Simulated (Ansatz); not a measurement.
Basis sets compared for NbSF3. Charge 0, multiplicity 1. Geometry PBE-D4/def2-SVP. Ansatz on 2 threads of Arm Neoverse V2 on a shared host; times are rough, and most runs start from earlier orbitals.

```xyz
5

Nb    0.070    0.024   -0.051
S    -1.607   -0.546    1.173
F    -0.596    0.594   -1.696
F     1.163   -1.474   -0.250
F     0.970    1.402    0.824
```

In the def2 sets Nb takes a core potential, while STO-3G treats all electrons; there is no spin–orbit coupling.

STO-3G and 6-31G are all-electron sets without relativity, so their totals don't compare with the def2 sets.

Binding counts from free atoms (Nb sextet, S triplet, F doublet) in the same basis, without a counterpoise term.

| level | functions | energy (Eh) | HOMO (eV) | LUMO (eV) | binding per atom (eV) | wall time |
| --- | --- | --- | --- | --- | --- | --- |
| HF/STO-3G | 51 | -4403.5691 | -6.82 | 5.35 | 3.21 | 0.3 s |
| HF/def2-TZVP | 170 | -752.5933 | -11.22 | 0.52 | 2.87 | 1.4 s |
| PBE-D4/def2-SVP | 91 | -754.1953 | -7.25 | -3.54 | 5.18 | 1.1 s |
| PBE-D4/def2-TZVP | 170 | -754.7121 | -7.32 | -3.66 | 5.05 | 2 s |
| r2SCAN-D4/def2-TZVP | 170 | -755.0140 | -7.64 | -3.65 | 4.83 | 4.3 s |
| PBE0-D4/def2-SVP | 91 | -754.1627 | -8.58 | -2.92 | 4.75 | 1.6 s |
| PBE0-D4/def2-TZVP | 170 | -754.6794 | -8.58 | -2.96 | 4.67 | 2.5 s |

Question: Estimate the rows for PBE-D4/def2-TZVPD, r2SCAN-D4/def2-TZVPD, PBE0-D4/def2-TZVPD.

Answer: 
```
               level  functions  energy (Eh)  HOMO (eV)  LUMO (eV)  binding per atom (eV)  wall time
   PBE-D4/def2-TZVPD        206    -754.7165      -7.33      -3.68                   5.04      2.8 s
r2SCAN-D4/def2-TZVPD        206    -755.0187      -7.62      -3.63                   4.84        6 s
  PBE0-D4/def2-TZVPD        206    -754.6840      -8.57      -2.96                   4.68        4 s
```
